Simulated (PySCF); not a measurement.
**Correlation energy of Ga (gallium, neutral)**

Starting occupation: [Ar] 3d10 4s1 4p1 4d1, 4s1/2 with m_j = +1/2, 4p3/2 with m_j = +3/2, 4d5/2 with m_j = +5/2. All numbers are calculated (PySCF 2.14, X2C-1e with screened-nucleus spin-orbit coupling, Gaussian nucleus, in x2c-SVPall-2c with one added diffuse shell each of s, p, d type (6s7p4d, 47 functions)). Frozen: [Ne]; 21 electrons correlated; the 6 highest virtual spinors left out.

MP2 pair energies summed by pair of shells (mhartree):

```
       pair  energy  share (%)
3d3/2-3d5/2  -72.42       26.0
3d5/2-3d5/2  -46.81       16.8
3d5/2-3p3/2  -33.78       12.1
3d3/2-3p3/2  -24.16        8.7
3d3/2-3d3/2  -19.28        6.9
3d5/2-3p1/2  -18.67        6.7
3p1/2-3p3/2  -12.83        4.6
3p3/2-3p3/2  -11.10        4.0
3d3/2-3p1/2  -10.88        3.9
3d5/2-3s1/2   -5.05        1.8
3d3/2-3s1/2   -3.46        1.2
3d5/2-4s1/2   -2.56        0.9
3p1/2-3p1/2   -2.45        0.9
3p3/2-3s1/2   -2.45        0.9
3d5/2-4p3/2   -2.35        0.8
4p3/2-4s1/2   -2.01        0.7
3d3/2-4s1/2   -1.42        0.5
3d3/2-4p3/2   -1.42        0.5
3p1/2-3s1/2   -1.26        0.5
3s1/2-3s1/2   -0.85        0.3
4d5/2-4p3/2   -0.76        0.3
4d5/2-4s1/2   -0.46        0.2
3p3/2-4s1/2   -0.45        0.2
3d5/2-4d5/2   -0.42        0.2
3p3/2-4p3/2   -0.39        0.1
3d3/2-4d5/2   -0.32        0.1
3p1/2-4p3/2   -0.24        0.1
3p1/2-4s1/2   -0.21        0.1
3s1/2-4s1/2   -0.13        0.0
3p3/2-4d5/2   -0.09        0.0
```

Total MP2 correlation energy: -278.82 mhartree.

This basis was not built for core-valence correlation, so the inner-shell part is incomplete.
